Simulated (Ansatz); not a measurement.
Consider the ligand exchange at a Ge–C bond: `C=N[C](=C)[GeH3]` + `C=C(N)O` → `C=C(N)[O][GeH3]` + `C=CN=C`.

Computed with Ansatz on PBE0-D4/def2-TZVP structures; ΔE is electronic, products minus reactants. CBS: MP2 limit from def2 TZ/QZ plus the TZ coupled-cluster correction, frozen cores. DFT in def2-TZVPP. B3LYP here is the variant with VWN-RPA as its local correlation; programs differ in this. For Ge outer-core shells are correlated without core-valence functions, which leaves a few kJ/mol of doubt a bond. Scalar relativity is left out up to krypton. Each species was taken in one conformer, which may not be the lowest.

```
             level  ΔE (kcal/mol)  difference from CCSD(T)/CBS
         r2SCAN-D4           -9.5                         -0.3
           PBE0-D4           -8.4                          0.8
           ωB97X-V          -10.4                         -1.2
            r2SCAN           -9.5                         -0.3
              PBE0           -8.7                          0.5
             B3LYP          -11.2                         -2.0
     HF/def2-TZVPP          -14.4                         -5.2
    MP2/def2-TZVPP           -9.6                         -0.4
   CCSD/def2-TZVPP          -10.7                         -1.5
SCS-MP2/def2-QZVPP          -10.6                         -1.4
       CCSD(T)/CBS           -9.2                            0
```

Largest T1 diagnostic among the species: 0.013.

In def2-TZVPP, CCSD(T) changes the Hartree–Fock value by +4.2 kcal/mol (the triples alone add +0.5 kcal/mol) and MP2 by +4.8 kcal/mol.
